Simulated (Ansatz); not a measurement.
## Pb(SH)4 in a box, plane waves

Ansatz 0.2.0, DFT PBE, scalar-relativistic, plane waves, PAW, molecule in a box. The geometry was relaxed with Gaussian bases (PBE; Pb def2-SVP with ECP60, S def2-SVP, H def2-SVP).

```yaml
crystal:
  lattice:
    - [13.77, 0.0, 0.0]
    - [0.0, 13.93, 0.0]
    - [0.0, 0.0, 13.83]
  atoms:
    - { symbol: Pb, position: [0.47453159, 0.49453625, 0.48127693] }
    - { symbol: S, position: [0.46254975, 0.37168629, 0.6175235] }
    - { symbol: H, position: [0.41431954, 0.4357552, 0.6746645] }
    - { symbol: S, position: [0.48732534, 0.39744436, 0.32537961] }
    - { symbol: H, position: [0.43751997, 0.32304379, 0.36623138] }
    - { symbol: S, position: [0.62263617, 0.60455922, 0.48397397] }
    - { symbol: H, position: [0.67321278, 0.54230079, 0.42686623] }
    - { symbol: S, position: [0.32679739, 0.6035944, 0.49908532] }
    - { symbol: H, position: [0.37449237, 0.67677889, 0.45377223] }
basis:
  ecutwfc: 420
  ecutrho_ratio: 4
kpoints:
  mp_grid: { grid: [1, 1, 1] }
hamiltonian:
  xc: pbe
scf:
  occupations: { method: gaussian, width: 0.01 }
output:
  forces: true
  eigenvalues: true
  populations: true
```

Command:
```sh
ansatz run input.yaml --threads 2 --pin off --max-ram 5120MiB --backend cpu --events-out ev --progress --plain --runs-dir out
```
It took 5.8 s on 2 threads of Arm Neoverse V2, on a shared host, peak memory 1.2 GiB.

Q: How does the SCF go?

A: 
```
SCF iter   1: F=—  HF=-15578.477376 eV  |F-HF|=—  |Δ(HF+E_count)|=         —  Δρ=6.23e-4
preconditioner: auto → Resta (q_TF=auto, 1.367 Å⁻¹)  ε∞=1.2  [insulator: Δε(μ)=1.994 eV  Ē_g=7.352 eV  σ=0.010 eV  W_gap=1.00  n_s
SCF iter   2: F=—  HF=-15578.476853 eV  |F-HF|=—  |Δ(HF+E_count)|=   5.24e-4  Δρ=2.91e-4
SCF iter   3: F=—  HF=-15578.478289 eV  |F-HF|=—  |Δ(HF+E_count)|=   1.44e-3  Δρ=1.29e-4
SCF iter   4: F=—  HF=-15578.479667 eV  |F-HF|=—  |Δ(HF+E_count)|=   1.38e-3  Δρ=5.54e-5
SCF iter   5: F=—  HF=-15578.479865 eV  |F-HF|=—  |Δ(HF+E_count)|=   1.97e-4  Δρ=1.54e-5
SCF iter   6: F=—  HF=-15578.480096 eV  |F-HF|=—  |Δ(HF+E_count)|=   2.31e-4  Δρ=8.49e-6
SCF iter   7: F=—  HF=-15578.480102 eV  |F-HF|=—  |Δ(HF+E_count)|=   5.78e-6  Δρ=2.06e-6
SCF iter   8: F=-15578.480103 eV  HF=-15578.480103 eV  |F-HF|=1.83e-8  |Δ(HF+E_count)|=   7.29e-7  Δρ=4.42e-7
```

Q: Which levels lie next to the highest filled one (eV, counted from it)?

A: Filled: -3.84, -3.80, -3.30, -1.59, -1.52, -1.51, -0.16, -0.08, -0.01, 0.00. Empty: 1.98, 4.98, 5.14, 5.15, 5.23, 5.81, 5.85, 5.98.

Q: What forces are left at this geometry, relaxed with Gaussian bases (eV/Å)?

A: 
```
Pb   0.01 -0.01  0.01
S   -0.10  0.29 -0.03
H    0.11 -0.14 -0.14
S   -0.13 -0.07  0.27
H    0.12  0.19 -0.09
S   -0.07 -0.25 -0.14
H   -0.11  0.13  0.13
S    0.28  0.05 -0.13
H   -0.11 -0.18  0.11
```

The highest of the empty levels listed lie near the vacuum level and may be states of the box.

A frequency check found unstable modes (1, the lowest at -21 cm⁻¹), so the relaxed geometry is a saddle point, or these are noise.
